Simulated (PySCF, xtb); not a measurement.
Si(Cl)(OH)(NH2)2 (ClH5N2OSi), SMILES N[Si](N)(O)Cl. Other conformers were not sampled.

Harmonic wavenumbers (cm⁻¹) from GFN2-xTB (xtb) at its own minimum, in rising order: 117, 164, 174, 210, 244, 255, 271, 307, 475, 535, 557, 790, 805, 820, 861, 923, 956, 1515, 1520, 3482, 3493, 3515, 3527, 3663.

### Question
What does PySCF with PBE-D3(BJ)/def2-SVP give at its own minimum? (An estimate is asked for; the answer gives what the named calculation found.)

### Answer
159, 183, 243, 261, 275, 294, 325, 372, 390, 423, 491, 755, 779, 811, 842, 935, 940, 1474, 1478, 3501, 3515, 3606, 3619, 3768. Paired by order, the mean absolute difference is 48 cm⁻¹ and the zero-point energies are 41.7 and 42.1 kcal/mol.
